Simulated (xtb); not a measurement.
FH₃SiZn, SMILES [F][Zn][SiH3]. All values are semi-empirical tight-binding results from xtb (GFN2-xTB unless named), good for trends rather than for accurate numbers. Geometry optimised at GFN2-xTB.

Optimised geometry:

```xyz
6

Zn     0.1878     0.3029    -0.5247
F     -1.2048     1.3349    -0.8109
Si     0.3064    -1.1829     1.2810
H      0.3705    -2.5871     0.8669
H     -0.9092    -1.0058     2.0832
H      1.4588    -0.9483     2.1543
```
Charge 0, spin multiplicity 1.

A frequency run showed that this geometry is not a minimum.

For metal compounds this method's bond lengths and energies can be far off.

Computed properties:
```
Quantity      Result
-----------  -------
orbital gap  3.64 eV
```

Give the atomic charges and the Wiberg bond orders between heavy atoms. (Estimate from the structure and the level; the computed values follow.)

charges (e) Zn1 0.24, F2 -0.46, Si3 0.42, H4 -0.07, H5 -0.06, H6 -0.07. Bond orders Zn1–F2 0.81, Zn1–Si3 0.81.
